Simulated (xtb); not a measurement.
C$_{4}$H$_{12}$O$_{4}$Ti, charge -1, doublet, at a GFN2-xTB geometry of the parent state (such geometries of metal compounds can be far from the true shape) (the multiplicity is a formal guess); GFN2-xTB (xtb).

The xtb input:
```
$ xtb mol.xyz --gfn 2 --chrg -1 --uhf 1 --json

# file mol.xyz
21

Ti     0.20428409     0.01719143     0.18943717
O     -1.57175937     0.20905870     0.43486864
C     -1.71222896     0.89942815     1.63310933
H     -0.90505706     1.65838599     1.73697637
H     -2.68926980     1.40893968     1.65796989
H     -1.64383368     0.20814387     2.49136806
O      0.91106053    -0.81005718    -1.30941650
C      0.09971377    -0.83738829    -2.42374965
H      0.29934767     0.04691736    -3.05934113
H      0.32335633    -1.72874078    -3.03387543
H     -0.97718831    -0.83599539    -2.14945761
O      0.70581010    -1.19491738     1.45638054
C      0.46012773    -2.44463085     0.95879222
H      0.83287232    -2.48166689    -0.09879669
H      1.01062645    -3.20725035     1.53532784
H     -0.62041800    -2.68550771     0.94558554
O      0.77138312     1.73121427     0.00232228
C      0.09178883     2.38925700    -1.00172632
H     -0.96831077     2.05667919    -1.04842929
H      0.12466019     3.47818711    -0.82992120
H      0.55060104     2.18131338    -1.98681744
```

**Question.** What does xtb print? Leave out banner, timings and long lists.

**Answer.** 
```
   ID    Z sym.   atoms
    1   22 Ti     1
    2    8 O      2, 7, 12, 17
    3    6 C      3, 8, 13, 18
    4    1 H      4-6, 9-11, 14-16, 19-21

           -------------------------------------------------
          |                Calculation Setup                |
           -------------------------------------------------

molecular fragmentation (1/2 indicates fragments):
111111111121111122222
# atoms in fragment 1/2:    15     6
 fragment masses (1/2) :      139.96       32.04
CMA distance (Bohr)    :   4.858
constraining FC (au)   :  0.0500

           -------------------------------------------------
          |                 G F N 2 - x T B                 |
           -------------------------------------------------

          ...................................................
          :                      SETUP                      :
          :.................................................:
          :  # basis functions                  54          :
          :  # atomic orbitals                  53          :
          :  # shells                           31          :
          :  # electrons                        57          :
          :  max. iterations                   250          :
          :  Hamiltonian                  GFN2-xTB          :
          :  restarted?                      false          :
          :  GBSA solvation                  false          :
          :  PC potential                    false          :
          :  electronic temp.          300.0000000     K    :
          :  accuracy                    1.0000000          :
          :  -> integral cutoff          0.2500000E+02      :
          :  -> integral neglect         0.1000000E-07      :
          :  -> SCF convergence          0.1000000E-05 Eh   :
          :  -> wf. convergence          0.1000000E-03 e    :
          :  Broyden damping             0.4000000          :
          :  net charge                         -1          :
          :  unpaired electrons                  1          :
          ...................................................

 iter      E             dE          RMSdq      gap      omega  full diag
   1    -32.7415777 -0.327416E+02  0.674E+00    1.04       0.0  T
   2    -33.0871766 -0.345599E+00  0.304E+00    0.87       1.0  T
   3    -33.0962045 -0.902783E-02  0.163E+00    0.86       1.0  T
   4    -33.0968958 -0.691368E-03  0.393E-01    0.86       1.0  T
   5    -33.0971698 -0.273957E-03  0.131E-01    0.86       1.0  T
   6    -33.0972361 -0.663321E-04  0.557E-02    0.86       1.0  T
   7    -33.0972590 -0.229336E-04  0.133E-02    0.86       1.6  T
   8    -33.0972596 -0.511879E-06  0.720E-03    0.86       3.0  T
   9    -33.0972597 -0.156760E-06  0.116E-03    0.86      18.8  T
  10    -33.0972597 -0.418602E-09  0.498E-04    0.86      43.9  T
  11    -33.0972597 -0.632653E-09  0.199E-04    0.86     109.5  T

   *** convergence criteria satisfied after 11 iterations ***

         :::::::::::::::::::::::::::::::::::::::::::::::::::::
         ::                     SUMMARY                     ::
         :::::::::::::::::::::::::::::::::::::::::::::::::::::
         :: total energy             -32.854324226225 Eh    ::
         :: gradient norm              0.035607900976 Eh/a0 ::
         :: HOMO-LUMO gap              0.863764644459 eV    ::
         ::.................................................::
         :: SCC energy               -33.097140946147 Eh    ::
         :: -> isotropic ES            0.257949681082 Eh    ::
         :: -> anisotropic ES          0.002957487408 Eh    ::
         :: -> anisotropic XC         -0.003320726034 Eh    ::
         :: -> dispersion             -0.015543957887 Eh    ::
         :: repulsion energy           0.242816719922 Eh    ::
         :: add. restraining           0.000000000000 Eh    ::
         :: total charge              -1.000000000000 e     ::
         :::::::::::::::::::::::::::::::::::::::::::::::::::::

           -------------------------------------------------
          |                Property Printout                |
           -------------------------------------------------

    * Orbital Energies and Occupations

         #    Occupation            Energy/Eh            Energy/eV
      -------------------------------------------------------------
         1        2.0000           -0.5322198             -14.4824
       ...           ...                  ...                  ...
        17        2.0000           -0.3376182              -9.1871
        18        2.0000           -0.3341687              -9.0932
        19        2.0000           -0.3277642              -8.9189
        20        2.0000           -0.3230608              -8.7909
        21        2.0000           -0.2411830              -6.5629
        22        2.0000           -0.2240849              -6.0977
        23        2.0000           -0.2186442              -5.9496
        24        2.0000           -0.2174058              -5.9159
        25        2.0000           -0.2122769              -5.7763
        26        2.0000           -0.2094152              -5.6985
        27        2.0000           -0.2065611              -5.6208
        28        2.0000           -0.1966995              -5.3525
        29        1.0000           -0.0615124              -1.6738 (HOMO)
        30                         -0.0297697              -0.8101 (LUMO)
        31                         -0.0098076              -0.2669
        32                         -0.0037893              -0.1031
        33                          0.0269436               0.7332
        34                          0.2003933               5.4530
        35                          0.2246930               6.1142
        36                          0.2449400               6.6652
        37                          0.2688904               7.3169
        38                          0.2914709               7.9313
        39                          0.2979617               8.1080
        40                          0.3159385               8.5971
       ...                                ...                  ...
        53                          1.9395287              52.7773
      -------------------------------------------------------------
                  HL-Gap            0.0317428 Eh            0.8638 eV
             Fermi-level           -0.0873735 Eh           -2.3776 eV

     #   Z          covCN         q      C6AA      α(0)
     1  22 Ti       4.529     0.594    93.759    15.729
     2   8 O        1.577    -0.525    23.486     6.539
     3   6 C        4.132     0.091    19.003     6.191
     4   1 H        0.929     0.042     2.416     2.431
     5   1 H        0.923    -0.009     3.212     2.803
     6   1 H        0.923     0.014     2.832     2.632
     7   8 O        1.577    -0.521    23.409     6.529
     8   6 C        3.877     0.099    18.911     6.183
     9   1 H        0.922    -0.002     3.093     2.750
    10   1 H        0.923    -0.007     3.187     2.792
    11   1 H        0.922     0.025     2.653     2.547
    12   8 O        1.578    -0.515    23.261     6.508
    13   6 C        4.084     0.090    19.014     6.193
    14   1 H        0.922     0.047     2.356     2.400
    15   1 H        0.923    -0.017     3.377     2.874
    16   1 H        0.922     0.000     3.053     2.733
    17   8 O        1.578    -0.520    23.375     6.524
    18   6 C        3.998     0.097    18.908     6.178
    19   1 H        0.922     0.028     2.613     2.528
    20   1 H        0.923    -0.012     3.272     2.829
    21   1 H        0.922     0.000     3.053     2.732

 Mol. C6AA /au·bohr⁶  :       4450.777421
 Mol. C8AA /au·bohr⁸  :     126849.149040
 Mol. α(0) /au        :         98.624594

Wiberg/Mayer (AO) data.
largest (>0.10) Wiberg bond orders for each atom

 ---------------------------------------------------------------------------
     #   Z sym  total        # sym  WBO       # sym  WBO       # sym  WBO
 ---------------------------------------------------------------------------
     1  22 Ti   3.906 --    12 O    0.806     2 O    0.795    17 O    0.789
                             7 O    0.751     3 C    0.105
     2   8 O    1.982 --     3 C    1.030     1 Ti   0.795
     3   6 C    3.990 --     2 O    1.030     5 H    0.964     6 H    0.943
                             4 H    0.915     1 Ti   0.105
     4   1 H    0.998 --     3 C    0.915
     5   1 H    1.000 --     3 C    0.964
     6   1 H    1.000 --     3 C    0.943
     7   8 O    1.973 --     8 C    1.047     1 Ti   0.751
     8   6 C    3.990 --     7 O    1.047    10 H    0.964     9 H    0.950
                            11 H    0.916
     9   1 H    1.000 --     8 C    0.950
    10   1 H    1.000 --     8 C    0.964
    11   1 H    0.999 --     8 C    0.916
    12   8 O    2.000 --    13 C    1.044     1 Ti   0.806
    13   6 C    3.988 --    12 O    1.044    15 H    0.963    16 H    0.937
                            14 H    0.911
    14   1 H    0.998 --    13 C    0.911
    15   1 H    0.999 --    13 C    0.963
    16   1 H    1.000 --    13 C    0.937
    17   8 O    1.988 --    18 C    1.040     1 Ti   0.789
    18   6 C    3.990 --    17 O    1.040    20 H    0.964    21 H    0.946
                            19 H    0.923
    19   1 H    0.999 --    18 C    0.923
    20   1 H    1.000 --    18 C    0.964
    21   1 H    1.000 --    18 C    0.946
 ---------------------------------------------------------------------------

Topologies differ in total number of bonds
Writing topology from bond orders to xtbtopo.mol

molecular dipole:
                 x           y           z       tot (Debye)
 q only:       -0.870       0.106      -0.512
   full:       -1.018       0.143      -0.604       3.031
molecular quadrupole (traceless):
                xx          xy          yy          xz          yz          zz
 q only:       -3.091      -0.222       0.534       1.091       1.981       2.557
  q+dip:       -3.222      -0.285       1.118      -0.571       1.024       2.105
   full:       -3.674      -0.339       1.097      -0.158       1.222       2.577

           -------------------------------------------------
          | TOTAL ENERGY              -32.854324226225 Eh   |
          | GRADIENT NORM               0.035607900976 Eh/α |
          | HOMO-LUMO GAP               0.863764644459 eV   |
           -------------------------------------------------

normal termination of xtb
```
